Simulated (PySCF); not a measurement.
Species: C6H5BO2.
SMILES: `B1Oc2ccccc2O1`

The closed-shell ground state was solved at several levels (PySCF, density fitting, gas phase, non-relativistic). Isolated species at its PBE0-D3(BJ)/def2-TZVP geometry, gas phase.

| level | basis functions | HOMO (eV) | LUMO (eV) | gap (eV) | dipole (D) |
| --- | --- | --- | --- | --- | --- |
| wB97X-D/pcSseg-2 | 394 | -8.72 | 1.13 | 9.85 | 1.20 |
| B97-2/pcSseg-2 | 394 | -6.74 | -0.62 | 6.12 | 1.16 |
| PBE0/pcSseg-2 | 394 | -6.99 | -0.61 | 6.38 | 1.19 |

(1) Estimate the row for KT3/pcSseg-2, a basis of 394 functions; the other rows only guide the guess.

(2) Over all these levels, which gives the widest orbital gap and which the narrowest?

(3) In the pcSseg-2 basis, how does the gap go with the fixed share of exact exchange?

(4) How far do the dipole and the HOMO energy spread over the levels?

Answers

(1) HOMO -5.98 eV, LUMO -1.41 eV, gap 4.57 eV, dipole 1.10 D.

(2) wB97X-D/pcSseg-2 (range-separated hybrid) has the widest, 9.85 eV, and KT3/pcSseg-2 (GGA) the narrowest, 4.57 eV. From the narrowest to the widest the HOMO moves by -2.74 eV and the LUMO by +2.54 eV.

(3) KT3 (0 %) 4.57 eV; B97-2 (21 %) 6.12 eV; PBE0 (25 %) 6.38 eV. Each rise in the share widens the gap here.

(4) The dipole runs from 1.10 to 1.20 D (mean 1.16 D) and the HOMO from -8.72 to -5.98 eV.
